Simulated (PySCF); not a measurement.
Orbital picture of RbS

ωB97X at R = 3.018 Å; Rb def2-SVPD with ECP28, S def2-SVPD; scalar-relativistic core potentials (PySCF 2.14). State: ²Π (doublet), unpaired electrons π ↑. Only the outer orbitals are listed, counted within each symmetry, core potentials removing the inner ones.

```
spin  orbital  occ.  ε (eV)  on Rb (%)   main shells (%)
   α       4σ     1  -38.40        100          100 Rb s
   α       2π     1  -20.76        100          100 Rb p
   α       2π     1  -20.73        100          100 Rb p
   α       5σ     1  -20.70         91           92 Rb p
   α       6σ     1  -18.61          8            92 S s
   α       3π     1   -8.24          0           100 S p
   α       7σ     1   -7.29          3            97 S p
   α       3π     1   -7.04          0           100 S p
   α       8σ     0   -0.09        102  74 Rb s, 27 Rb p
   α       4π     0    0.26        100           99 Rb p
   α       4π     0    0.30        100           98 Rb p
   β       4σ     1  -38.40        100          100 Rb s
   β       2π     1  -20.76        100          100 Rb p
   β       2π     1  -20.73        100          100 Rb p
   β       5σ     1  -20.64         96           96 Rb p
   β       6σ     1  -17.20          2            98 S s
   β       7σ     1   -6.88          4            96 S p
   β       3π     1   -6.63          0           100 S p
   β       8σ     0   -0.18        101  71 Rb s, 29 Rb p
   β       3π     0    0.16         34   66 S p, 34 Rb p
   β       4π     0    0.27        100           98 Rb p
```

Problem. Which are the highest filled and the lowest empty level, where do they sit, and how wide is the gap?

Solution. Highest filled β 3π at -6.63 eV (in %: 100 S p); lowest empty β 8σ at -0.18 eV (in %: 71 Rb s, 29 Rb p); the gap at ωB97X is 6.45 eV.

The bond order (Mayer) is 0.09. The ⟨S²⟩ is 0.754, the charge on Rb (Mulliken, basis-dependent) is 0.96 and the charge on Rb (Löwdin, basis-dependent) is 0.78. The dipole moment (positive dipole means Rb(−)S(+)) is -11.62 D.

Shares are Mulliken populations and can fall outside 0 to 100 %.

Spin–orbit coupling is left out. The state is the lowest determinant that a PBE0 search found; another state may lie lower at other levels.
